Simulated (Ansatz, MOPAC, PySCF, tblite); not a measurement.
Potential energy curve for AsH (cation, charge +1), lowest doublet found (which spin is the ground state isn't settled by this scan).

- GFN2-xTB, 300 K electronic temperature (tblite)
- FCI = full CI/aug-cc-pVTZ, cores with 3d frozen in Ansatz (a first-principles code)
- UHF/aug-cc-pVTZ (Ansatz)
- UMP2 = Ansatz with MP2 on UHF/aug-cc-pVTZ, cores with 3d frozen
- UCCSD = CCSD on UHF/aug-cc-pVTZ, cores with 3d frozen run with Ansatz
- UCCSD(T) = Ansatz with CCSD(T) on UHF/aug-cc-pVTZ, cores with 3d frozen
- UKS-CAM-B3LYP = Ansatz with unrestricted CAM-B3LYP/aug-cc-pVTZ
- UKS-PBE0 = Ansatz with unrestricted PBE0/aug-cc-pVTZ
- UKS-PBE = unrestricted PBE/aug-cc-pVTZ in Ansatz
- AM1, unrestricted, heats of formation (MOPAC)
- PM3, unrestricted, heats of formation (MOPAC)
- UKS-B3LYP/6-31G* = unrestricted B3LYP/6-31G*, spherical d in PySCF 2.14.0
- UKS-B3LYP/3-21G = unrestricted B3LYP/3-21G (PySCF)
- UMP2/6-31G* = unrestricted MP2 (frozen core)/6-31G*, spherical d (PySCF 2.14.0)

Minimum and curvature come from a quartic fit to the scan points round the minimum, the wavenumber from the most abundant isotopes. The energy at the longest distance isn't given for restricted levels, nor where a curve turns over.

```csv
method,R at the minimum / Å,force constant / mdyn Å⁻¹,E(3.73 Å) − E(min) / kcal/mol,harmonic wavenumber / cm⁻¹
GFN2-xTB,1.508,2.24,75.7,1960
FCI,1.536,2.80,70.0,2190
UHF,1.516,3.20,48.1,2340
UMP2,1.525,3.02,65.2,2270
UCCSD,1.533,2.85,69.1,2200
UCCSD(T),1.535,2.81,69.6,2190
UKS-CAM-B3LYP,1.530,2.89,71.3,2220
UKS-PBE0,1.536,2.82,68.2,2200
UKS-PBE,1.551,2.62,66.1,2110
AM1,1.505,2.69,80.9,2140
PM3,1.504,2.60,78.5,2110
UKS-B3LYP/6-31G*,1.547,2.82,69.0,2190
UKS-B3LYP/3-21G,1.554,2.42,65.1,2030
UMP2/6-31G*,1.532,3.05,56.1,2280
```

The scan ran from 1.08 to 5.05 Å; beyond the distances shown full CI changes its symmetry label. The unrestricted determinant behind UHF, UMP2, UCCSD, UCCSD(T), UMP2/6-31G* is spin-contaminated at 2.04 to 3.73 Å (<S²> up to 1.8, against 0.75 for a pure doublet). The unrestricted determinant behind UKS-CAM-B3LYP, UKS-PBE0, UKS-B3LYP/6-31G*, UKS-B3LYP/3-21G is spin-contaminated at 2.38 to 3.73 Å (<S²> up to 1.8, against 0.75 for a pure doublet). The unrestricted determinant behind UKS-PBE is spin-contaminated at 2.64 to 3.73 Å (<S²> up to 1.8, against 0.75 for a pure doublet).
